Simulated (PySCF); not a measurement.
# Spinor energies of Cr (chromium, neutral)

Start: [Ar] 3d5 4s1; 3d5/2 filled at m_j = -3/2, -1/2, +1/2, +3/2, +5/2; 4s1/2 filled at m_j = +1/2. Calculated with PySCF 2.14 in x2c-SVPall-2c with one added diffuse shell each of s, d type (6s5p4d1f, 48 functions): generalised Hartree-Fock with the X2C-1e Hamiltonian and a Gaussian nucleus; one run each with spin-orbit coupling (SO) switched off, then screened by Boettger's factors. This is a chosen level, not necessarily the ground level.

```csv
spinor shell,electrons,"ε, spin-free (eV)","ε, screened SO (eV)",weight of nominal j (screened SO),"rms radius, screened SO (bohr)"
1s1/2,2,-6039.4,-6039.3,1.000,0.0735
2s1/2,2,-721.97,-721.96,1.000,0.316
2p1/2,2,-603.54,-609.69,0.983,0.286
2p3/2,4,-603.54,-600.51,0.991,0.288
3s1/2,2,-90.850,-90.849,1.000,0.970
3p1/2,2,-56.060,-56.433,0.664,1.05
3p3/2,4,-56.060,-55.879,0.832,1.06
3d5/2,5,-9.858,-9.857,0.595,1.61
4s1/2,1,-6.179,-6.180,1.000,3.92
```

```json
{"quantity": "E (hartree)", "spin-free": "-1049.49728", "screened SO": "-1049.50542"}
{"quantity": "M_J", "spin-free": "3", "screened SO": "3"}
{"quantity": "⟨J²⟩", "spin-free": "12.000", "screened SO": "12.000"}
{"quantity": "⟨L²⟩", "spin-free": "0.000", "screened SO": "0.001"}
{"quantity": "⟨S²⟩", "spin-free": "12.000", "screened SO": "11.999"}
```

Each row is a mean over spinors that exchange with the open shell spreads, by up to 11.694 eV (3p3/2).

Rows whose weight is well below 1 are mixtures of j = l ± 1/2: exchange outweighs spin-orbit coupling there, and the label is only the starting occupation.

Without spin-orbit coupling the j labels of p, d and f shells carry no meaning; the spin-free column gives the mean over the occupied spinors of each nl shell.
